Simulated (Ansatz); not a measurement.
# What each rung costs, and what it gives

Saddle point of BAsNH$_{7}$O$_{2}$, closed shell (BNH₄O₂ ([NH2][B]([OH])[OH]) + AsH₃ → BAsH₄O₂ ([OH][B]([OH])[AsH2]) + NH₃ (still joined by a long B–N bond); bonds formed: B1–As6, N2–H5; bonds broken: H5–As6; bonds weakened to dative contacts: B1–N2), PBE0-D4/def2-TZVP structure:

```xyz
12
angstrom
B -0.0780 -0.6854 -0.7128
N 1.1716 0.1980 -0.4722
O -0.5485 -0.5891 -1.9731
O -0.3689 -1.7018 0.1348
H 0.6423 0.8570 0.2348
As -1.3082 1.2966 1.1720
H 1.9595 -0.2837 -0.0449
H 1.4653 0.7079 -1.3021
H -1.3474 -1.1062 -2.1096
H -0.3239 -1.4320 1.0597
H -0.9309 0.3721 2.3417
H -0.3329 2.3665 1.6715
```

Barriers are electronic and count from the start structure reached by relaxing down the imaginary mode.

Program: Ansatz 0.2.0. Basis: as named in each row. Cores are frozen in the correlated methods. Filled d shells of the heavier atoms are correlated. The def2 sets are not built for correlating such inner shells, so the correlated values are less sure here. B3LYP uses VWN-RPA correlation. Extrapolation: Hartree–Fock as exp(−7.88 √X), correlation as X^−2.97.

Times are rough, for one single point on 8 threads of a shared host (Arm Neoverse V1).

The estimate by CCSD(T) at an estimated basis limit (MP2 extrapolated from triple and quadruple zeta, plus CCSD(T) − MP2 in triple zeta) is 176.7 kJ/mol.

| method | basis | time (s) | barrier (kJ/mol) | method less estimate |
| --- | --- | --- | --- | --- |
| HF | STO-3G | under 1 | 366.3 | 189.6 |
| PBE-D4 | STO-3G | under 1 | 253.7 | 77.0 |
| SPW92 | def2-SVP | under 1 | 117.1 | -59.6 |
| PBE-D4 | def2-SVP | under 1 | 141.2 | -35.5 |
| B3LYP-D4 | 6-31G | under 1 | 164.0 | -12.7 |
| PBE0-D4 | def2-SVP | under 1 | 155.7 | -21.0 |
| SPW92 | def2-TZVPP | under 1 | 128.1 | -48.6 |
| PBE-D4 | def2-TZVPP | 2 | 148.8 | -27.9 |
| BLYP-D4 | def2-TZVPP | 2 | 164.8 | -11.9 |
| BHLYP-D4 | def2-TZVPP | 2 | 189.2 | 12.5 |
| B3LYP-D4 | def2-TZVPP | 2 | 174.8 | -1.9 |
| PBE0-D4 | def2-TZVPP | 2 | 161.0 | -15.7 |
| CAM-B3LYP-D4 | def2-TZVPP | 2 | 184.6 | 7.9 |
| r2SCAN-D4 | def2-TZVPP | 3 | 162.9 | -13.8 |
| r2SCAN0-D4 | def2-TZVPP | 3 | 168.9 | -7.8 |
| wB97M-V | def2-SVP | 3 | 164.8 | -11.9 |
| B2PLYP | def2-TZVPP | 4 | 182.2 | 5.5 |
| RPA on PBE | def2-TZVPP | 4 | 190.2 | 13.5 |
| PBE-QIDH | def2-TZVPP | 4 | 173.2 | -3.5 |
| wB97X-V | def2-TZVPP | 6 | 183.9 | 7.2 |
| B97M-V | def2-TZVPP | 6 | 183.9 | 7.2 |
| wB97M-V | def2-TZVPP | 6 | 174.5 | -2.2 |
| CCSD(T) | def2-SVP | 8 | 184.8 | 8.1 |
| MP2 | def2-QZVPP | 18 | 173.9 | -2.8 |
| CCSD(T) | def2-TZVPP | 220 | 183.0 | 6.3 |

All methods are single points on the PBE0-D4 structures.

The T1 diagnostic stays at or below 0.013.

Labels in which every atom is bracketed show which atoms are joined, not bond orders.
